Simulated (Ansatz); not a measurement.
`CC1O[SiH2]1` and `[SiH3]C1O[SiH2]1` differ in one atom or group.

Ansatz, PBE0-D4/def2-TZVP geometries, multiplicity 1. 

| property | `CC1O[SiH2]1` |
| --- | --- |
| HOMO–LUMO gap (PBE0/def2-TZVPP) / eV | 6.86 |
| HOMO energy (B3LYP/def2-TZVPP) / eV | -7.11 |
| size of the dipole moment (B3LYP/def2-TZVPP) / D | 1.81 |
| HOMO energy (ωB97M-V/def2-TZVPP) / eV | -9.53 |
| zero-point energy (PBE0-D4/def2-TZVP) / kJ/mol | 197.3 |
| LUMO energy (B3LYP/def2-TZVPP) / eV | -0.70 |

Task: What does the change do to each property? (Estimate.)

Result: Ansatz gave: 
```
                                        property  `[SiH3]C1O[SiH2]1`  shift
            HOMO–LUMO gap (PBE0/def2-TZVPP) / eV                6.96   0.10
             HOMO energy (B3LYP/def2-TZVPP) / eV               -7.45  -0.34
size of the dipole moment (B3LYP/def2-TZVPP) / D                1.95   0.14
           HOMO energy (ωB97M-V/def2-TZVPP) / eV               -9.88  -0.35
  zero-point energy (PBE0-D4/def2-TZVP) / kJ/mol               162.6  -34.7
             LUMO energy (B3LYP/def2-TZVPP) / eV               -0.94  -0.24
```

With PBE0 the HOMO falls by 0.36 eV and the LUMO falls by 0.26 eV, so the gap widens by about 0.10 eV. PBE moves the HOMO by -0.32 eV and ωB97M-V by -0.35 eV. Dipoles are sizes alone; their direction can turn.

B3LYP here is the variant with VWN-RPA as its local correlation; programs differ in this.
